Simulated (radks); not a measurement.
The numbers below are computed, except where a source is named.
Neutral lutetium inside a hard spherical wall (all orbitals vanish at R), configuration held at [Xe] 4f14 5d1 6s2 and not refilled when levels cross. Code: a radial shooting solver on a logarithmic mesh with Libxc functionals. Model: scalar-relativistic Kohn-Sham, LDA (Slater exchange, VWN5 correlation), spin-polarised, spherical densities, finite nucleus; open shells are filled with parallel spins first (spin-orbit coupling, left out, can overturn this in heavy ions); Fermi nuclear charge, rms radius 5.37 fm. Eigenvalues in eV for spin up, with the zero of energy where the potential of the charges vanishes at infinity; a dash marks a level that is unbound or too diffuse for the functional's potential to be trusted. A positive occupied level is held by the wall or, in an anion where self-interaction has pushed it up, behind a barrier. The pressure on the wall is -dE/dV.

\begin{tabular}{lrrrrrrrrr}
R (bohr) & E (hartree) & kinetic (hartree) & e(5p) & e(4f) & e(6s) & e(5d) & e(6p, empty) & e(7s, empty) & pressure (GPa) \\ \hline
free & -14552.6899 & 15892.670 & -31.907 & -9.801 & -4.967 & -2.101 & -1.484 & -0.124 & 0 \\
12 & -14552.6897 & 15892.671 & -31.882 & -9.776 & -4.951 & -2.079 & -1.427 & 0.809 & 0.00300 \\
7 & -14552.6602 & 15892.857 & -30.792 & -8.661 & -4.038 & -1.093 & 0.321 & 8.209 & 1.45 \\
6 & -14552.6071 & 15893.114 & -29.735 & -7.564 & -2.893 & -0.059 & 2.228 & 14.382 & 5.55 \\
5 & -14552.4534 & 15893.747 & -27.836 & -5.545 & -0.178 & 2.012 & 6.483 & 26.760 & 23.8 \\
3.5 & -14551.3009 & 15898.055 & -20.996 & 2.260 & 15.627 & 11.132 & 28.820 & 82.362 & 358 \\
2.5 & -14546.0427 & 15917.308 & -2.941 & 22.485 & 69.636 & 36.693 & 95.331 & 224.23 & 4560 \\
2 & -14534.5687 & 15956.254 & 27.544 & 51.527 & 161.16 & 77.799 & 199.08 & 426.60 & 23300 \\
1.5 & -14490.8804 & 16092.107 & 126.68 & 123.84 & 429.49 & 201.39 & 488.45 & 954.08 & 177000 \\
\end{tabular}
